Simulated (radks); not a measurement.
Removal energies from the iron ion Fe9+, [Ne] 3s2 3p5, by Delta-SCF beside the eigenvalue of the level emptied. Calculated with a radial shooting solver on a logarithmic mesh with Libxc functionals: scalar-relativistic Kohn-Sham, PBE, spin-polarised, spherical densities, finite nucleus; Fermi nuclear charge, rms radius of each element as measured or else 0.836 A^(1/3) + 0.57 fm. Open shells are filled with parallel spins first.

removed from	final configuration	Delta-SCF (eV)	-eigenvalue (eV)
3p	[Ne] 3s2 3p4	262.28	248.25
3s	[Ne] 3s1 3p5	298.17	284.10
2p	[He] 2s2 2p5 3s2 3p5	960.32	920.49
2s	[He] 2s1 2p6 3s2 3p5	1076.3	1041.6
